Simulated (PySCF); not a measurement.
Isomers of C4H3FO2, one GFN2-xTB conformer each. Single-point energies are computed at CAM-B3LYP/def2-SVPD (PySCF, gas phase, no added dispersion term), electronic only.

Question: Rank them by CAM-B3LYP/def2-SVPD energy, lowest first (kJ/mol).
A. `[CH:1]#[C:2][C:3](=[O:4])[O:5][CH2:6][F:7]` with C2–C3–O5–C6 180°, C3–O5–C6–F7 176°
B. `C1(F)=COC(C1)=O`

Answer: B (0.0), A (142.3).

As drawn, the lower has a C=C bond outside aromatic rings, which the higher lacks; the higher has a C≡C bond, which the lower lacks. GFN2-xTB itself gives, in the same order: 0.0, 170.9. Both levels put the same isomer lowest.

Which frontier levels, dipoles and rotational constants go with these structures?

```
       SMILES  HOMO (eV, CAM-B3LYP/def2-SVPD)  LUMO (eV)  dipole (D)     A, B, C (MHz)
O=C1CC(F)=CO1                           -8.76       0.18        2.57  7294, 2044, 1612
  C#CC(=O)OCF                          -10.22      -0.69        1.37  6825, 1472, 1221
```
